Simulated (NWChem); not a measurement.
C4H7O2S, doublet; SMILES O=S1(=O)C[CH]CC1

```xyz
14

O     -0.1906     0.9135     1.5136
S     -0.0058     0.7585     0.0512
O      0.0743     1.9273    -0.8513
C      1.4024    -0.4230    -0.2226
C      0.7863    -1.7500     0.0232
C     -0.7196    -1.8038     0.0056
C     -1.2438    -0.4720    -0.5348
H      1.7455    -0.2336    -1.2673
H      2.2178    -0.1384     0.4739
H      1.3772    -2.6029     0.3878
H     -1.1069    -1.9700     1.0389
H     -1.0976    -2.6598    -0.5979
H     -1.2383    -0.4095    -1.6406
H     -2.2270    -0.1544    -0.1415
```
Atoms are numbered in this order, from 1.

Computed with NWChem. Spin-unrestricted. Structure relaxed at the PBE-D3(BJ)/def2-SVP, spin-unrestricted level. No frequency run checked for a minimum. No stability test was run on the SCF state. Level SCAN/def2-SVP: energy and gradient on several grids; changes count from the extra-fine grid, which is no exact limit either.

```json
[
 {"grid": "xcoarse", "size of the energy change (μHa)": "20000", "largest change of a gradient component (μHa/bohr)": "3000", "time, medium = 1 (rough)": "about 1"},
 {"grid": "coarse", "size of the energy change (μHa)": "3000", "largest change of a gradient component (μHa/bohr)": "3000", "time, medium = 1 (rough)": "about 1"},
 {"grid": "medium", "size of the energy change (μHa)": "10000", "largest change of a gradient component (μHa/bohr)": "1000", "time, medium = 1 (rough)": "about 1"},
 {"grid": "fine", "size of the energy change (μHa)": "2000", "largest change of a gradient component (μHa/bohr)": "600", "time, medium = 1 (rough)": "about 1"},
 {"grid": "xfine", "size of the energy change (μHa)": "< 10", "largest change of a gradient component (μHa/bohr)": "< 30", "time, medium = 1 (rough)": "3"}
]
```
